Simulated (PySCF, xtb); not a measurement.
CHO2, SMILES O=C=[OH+], charge +1.

Harmonic wavenumbers (cm⁻¹) from GFN2-xTB run with xtb 6.7.1 at its own minimum, in rising order: 530, 577, 687, 1344, 2553, 3136.

Question: What does PySCF 2.14.0 with B3LYP-D3(BJ)/def2-TZVP give at its own minimum? (The exact figures need the calculation; the answer reports its results.)

Answer: 549, 600, 1007, 1275, 2472, 3501. Paired by order, the mean absolute difference is 146 cm⁻¹ and the zero-point energies are 12.6 and 13.4 kcal/mol.
